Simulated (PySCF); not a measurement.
Bonds (- single, = double, # triple, : aromatic): O1=C2 1.190 Å, C2-O3 1.335 Å, O3-C4 1.378 Å, C4-C5 1.433 Å, C5=C6 1.346 Å, C6-O7 1.327 Å, O7-C8 1.388 Å, C8=O9 1.200 Å, C8-C10 1.450 Å, C10=C4 1.355 Å. C2 carries H11; C5 carries H12; C6 carries H13; C10 carries H14.

Theoretical values (PySCF 2.14): geometry: GFN2-xTB, shielding tensors at PBE0/pcSseg-1 (GIAO). Non-relativistic Hamiltonian, single conformer, no solvent model.

δ = σ(ref) − σ, references computed at the same level: $^{13}$C (σ = 186.93 ppm), $^{1}$H (σ = 31.72 ppm) vs TMS; H2O for $^{17}$O (σ = 336.08 ppm).

```json
{"atoms": "C4", "nucleus": "$^{13}$C", "count": "1", "Hirshfeld charge": "0.09", "δ (ppm)": "167.8"}
{"atoms": "H12", "nucleus": "$^{1}$H", "count": "1", "Hirshfeld charge": "0.06", "δ (ppm)": "5.95"}
{"atoms": "H11", "nucleus": "$^{1}$H", "count": "1", "Hirshfeld charge": "0.07", "δ (ppm)": "8.28"}
{"atoms": "C5", "nucleus": "$^{13}$C", "count": "1", "Hirshfeld charge": "-0.09", "δ (ppm)": "?"}
{"atoms": "C6", "nucleus": "$^{13}$C", "count": "1", "Hirshfeld charge": "0.06", "δ (ppm)": "161.0"}
{"atoms": "C10", "nucleus": "$^{13}$C", "count": "1", "Hirshfeld charge": "-0.09", "δ (ppm)": "110.5"}
{"atoms": "O7", "nucleus": "$^{17}$O", "count": "1", "Hirshfeld charge": "-0.07", "δ (ppm)": "305.0"}
{"atoms": "O9", "nucleus": "$^{17}$O", "count": "1", "Hirshfeld charge": "-0.27", "δ (ppm)": "?"}
{"atoms": "O3", "nucleus": "$^{17}$O", "count": "1", "Hirshfeld charge": "-0.07", "δ (ppm)": "250.4"}
{"atoms": "H13", "nucleus": "$^{1}$H", "count": "1", "Hirshfeld charge": "0.08", "δ (ppm)": "7.73"}
{"atoms": "C2", "nucleus": "$^{13}$C", "count": "1", "Hirshfeld charge": "0.20", "δ (ppm)": "162.5"}
{"atoms": "C8", "nucleus": "$^{13}$C", "count": "1", "Hirshfeld charge": "0.19", "δ (ppm)": "?"}
{"atoms": "O1", "nucleus": "$^{17}$O", "count": "1", "Hirshfeld charge": "-0.21", "δ (ppm)": "?"}
{"atoms": "H14", "nucleus": "$^{1}$H", "count": "1", "Hirshfeld charge": "0.05", "δ (ppm)": "7.81"}
```

**Question.** Estimate the values marked ?.

**Answer.** 
- C8: 164.0 ppm, ring carbonyl carbon
- C5: 106.8 ppm, unsaturated ring CH
- O1: 476.9 ppm, ester carbonyl oxygen
- O9: 436.1 ppm, carbonyl oxygen

Shifts are as computed. Against solution values, carbons near 30 ppm lie about +3 ppm off and those near 130 ppm about +5 ppm. Of 1211 compounds with measured shifts, 218 miss one by over three times the rms of a fit or turn the order of signals round; such compounds aren't used in these exercises. Unscaled 17O shifts of doubly bonded oxygen tend to come out too high, by tens of ppm or more. Experimental scales use liquid or dissolved standards, which lie at an offset from isolated H2O (liquid H2O: subtract about 36 ppm).
